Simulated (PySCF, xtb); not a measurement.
Ga(F)(Cl)(OH) (ClFGaHO), SMILES [Ga]([OH])([F])[Cl].

GFN2-xTB (xtb) at its own geometry gives an orbital gap of 4.18 eV and a dipole moment of 1.05 D.

The structure is a stationary point at ωB97X-D3(BJ)/def2-SVP. One conformer was computed; it need not be the lowest.

Problem. What does PBE0/def2-TZVPD run with PySCF give? (The exact figures need the calculation; the answer reports its results.)

Solution. gap 7.82 eV (levels -9.70 and -1.88 eV), dipole 1.25 D.
